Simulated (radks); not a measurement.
Task: Radial electron density D(r) = 4 pi r^2 rho(r) of an atom or ion with 2 electrons. Calculated with a radial shooting solver on a logarithmic mesh with Libxc functionals: scalar-relativistic Kohn-Sham, LDA (Slater exchange, Perdew-Wang correlation), spin-polarised, spherical densities, finite nucleus; Fermi nuclear charge, rms radius of each element as measured or else 0.836 A^(1/3) + 0.57 fm.

| r (bohr) | D(r) (e/bohr) |
|---|---|
| 0.0251 | 0.02527 |
| 0.02719 | 0.02940 |
| 0.02945 | 0.03419 |
| 0.03191 | 0.03974 |
| 0.03456 | 0.04614 |
| 0.03744 | 0.05353 |
| 0.04056 | 0.06204 |
| 0.04394 | 0.07183 |
| 0.0476 | 0.08307 |
| 0.05156 | 0.09596 |
| 0.05586 | 0.1107 |
| 0.06051 | 0.1275 |
| 0.06555 | 0.1467 |
| 0.07101 | 0.1685 |
| 0.07692 | 0.1931 |
| 0.08333 | 0.2209 |
| 0.09027 | 0.2523 |
| 0.09779 | 0.2874 |
| 0.1059 | 0.3266 |
| 0.1148 | 0.3702 |
| 0.1243 | 0.4184 |
| 0.1347 | 0.4715 |
| 0.1459 | 0.5295 |
| 0.158 | 0.5926 |
| 0.1712 | 0.6608 |
| 0.1855 | 0.7337 |
| 0.2009 | 0.8111 |
| 0.2176 | 0.8925 |
| 0.2358 | 0.9770 |
| 0.2554 | 1.064 |
| 0.2767 | 1.152 |
| 0.2997 | 1.239 |
| 0.3273 | 1.332 |
| 0.3545 | 1.412 |
| 0.3841 | 1.486 |
| 0.416 | 1.551 |
| 0.4507 | 1.605 |
| 0.4882 | 1.645 |
| 0.5289 | 1.670 |
| 0.5729 | 1.677 |
| 0.6207 | 1.667 |
| 0.6724 | 1.637 |
| 0.7284 | 1.587 |
| 0.789 | 1.519 |
| 0.8547 | 1.434 |
| 0.9259 | 1.333 |
| 1.003 | 1.220 |
| 1.087 | 1.098 |
| 1.177 | 0.9710 |
| 1.275 | 0.8421 |
| 1.381 | 0.7154 |
| 1.496 | 0.5946 |
| 1.621 | 0.4828 |
| 1.756 | 0.3821 |
| 1.902 | 0.2944 |
| 2.061 | 0.2202 |
| 2.232 | 0.1597 |
| 2.418 | 0.1119 |
| 2.62 | 0.07559 |
| 2.838 | 0.04911 |
| 3.074 | 0.03058 |
| 3.33 | 0.01819 |
| 3.608 | 0.01031 |
| 3.908 | 0.005540 |

What is the nuclear charge?

Result: Z = 2. The innermost maximum, from 1s, lies near gamma/Z bohr with gamma = sqrt(1 - (Z/c)^2) = 1.000, here 0.5 bohr (found: 0.568), and its height grows with Z. The density is that of neutral helium in [He]; the configuration itself is not fixed sharply by these data. D(r) has 1 maximum, at r = 0.568 bohr.
